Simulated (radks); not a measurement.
Q: Species: the terbium ion Tb4+. Configuration: [Xe] 4f6.5 5d0.5 (fractional occupations, a model configuration). All-electron calculation, Dirac Kohn-Sham, exchange-only PBE, spin-unpolarised, spherical densities, finite nucleus; open shells fill j = l - 1/2 first; Fermi nuclear charge, rms radius 5.06 fm. Program: a radial shooting solver on a logarithmic mesh with Libxc functionals.

Spin-orbit splittings of the eigenvalues, e(l+1/2) - e(l-1/2), with zeta = 2 splitting/(2l+1) and mean radii in bohr:

| shell | occ. | splitting (eV) | zeta (eV) | <r> j=l-1/2 | <r> j=l+1/2 |
|---|---|---|---|---|---|
| 2p | 6 | 746.5 | 497.7 | 0.07590 | 0.08285 |
| 3p | 6 | 154.0 | 102.7 | 0.2287 | 0.2419 |
| 3d | 10 | 33.59 | 13.44 | 0.2142 | 0.2183 |
| 4p | 6 | 34.72 | 23.15 | 0.5502 | 0.5796 |
| 4d | 10 | 6.345 | 2.538 | 0.6107 | 0.6209 |
| 4f | 6.5 | ? | ? | 0.7626 | 0.7707 |
| 5p | 6 | 5.446 | 3.631 | 1.384 | 1.463 |
| 5d | 0.5 | 0.6155 | 0.2462 | 1.911 | 1.942 |

Estimate the 4f splitting.

A: 0.9409 eV (zeta = 0.2688 eV).
